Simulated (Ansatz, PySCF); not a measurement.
This PySCF input computes a CAM-B3LYP/def2-TZVPD energy:

```python
from pyscf import gto, scf, dft

mol = gto.M(
    atom='''
    B    -0.48456276   -0.21355520    0.13127540
    Cl   -0.01628595    1.61329123    0.04373435
    Cl    0.98622766   -1.25249310   -0.30812413
    N    -1.67140770   -0.72183259    0.45316849
    H    -2.36634143   -0.01296397    0.66606988
    ''',
    basis='def2-tzvpd',
    charge=-1,
    spin=0,
    verbose=4,
)

mf = dft.RKS(mol, xc='camb3lyp').density_fit(auxbasis='def2-universal-jkfit')
mf.grids.level = 3
mf.conv_tol = 1e-9
mf.max_cycle = 100
mf.max_memory = 1500
mf.kernel()
if not mf.converged:
    mf = mf.newton()
    mf.kernel(mf.make_rdm1())
mf.analyze()
```

Question: Write an input for the same energy in Ansatz (a program for electronic structure) and say what it gives.

Answer: 
Ansatz 0.2 input:
```yaml
crystal:
  periodic: [false, false, false]
  atoms:
    - {symbol: B, position_ang: [-0.48456276, -0.21355520, 0.13127540]}
    - {symbol: Cl, position_ang: [-0.01628595, 1.61329123, 0.04373435]}
    - {symbol: Cl, position_ang: [0.98622766, -1.25249310, -0.30812413]}
    - {symbol: N, position_ang: [-1.67140770, -0.72183259, 0.45316849]}
    - {symbol: H, position_ang: [-2.36634143, -0.01296397, 0.66606988]}
basis:
  gaussian:
    orbitals: def2-TZVPD
hamiltonian:
  xc: {name: CAM-B3LYP}
total_charge: -1
output: {forces: true}
```
It gives -1000.81302 Eh, and PySCF -1000.81306 Eh, a difference of 0.04 mEh, from the treatment of integrals and grids.

It need not be the lowest isomer of its formula. Whether it binds its extra electron was not tested at this geometry.
